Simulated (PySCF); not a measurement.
Gas-phase reaction: 2 GaCl + HCl = GaCl3 + GaH

Method: PySCF energies plus ideal-gas RRHO corrections (1 bar). † marks an energy on the PBE0/def2-TZVP geometry and frequencies; other levels use their own. MP2 freezes the core. All species are closed-shell singlets. Ga: all electrons, no relativistic terms. GaH: computed as isolated molecules; such fragments, hydroxides, amides, oligomers or adducts are transient or little studied in the gas. MP2 isn't extrapolated to the basis-set limit.

| level | ΔH°(298 K), kJ |
|---|---|
| BLYP/def2-TZVP† | 50 |
| HF/def2-TZVP† | -18 |
| MP2/def2-SVP† | (withheld) |
| MP2/def2-TZVPP† | -27 |
| PBE/def2-TZVP† | 18 |
| PBE0/def2-TZVP | (withheld) |
| r2SCAN/def2-TZVP† | (withheld) |

What belongs in the gaps?


- MP2/def2-SVP†, ΔH°(298 K), kJ: -45
- PBE0/def2-TZVP, ΔH°(298 K), kJ: -3
- r2SCAN/def2-TZVP†, ΔH°(298 K), kJ: -14
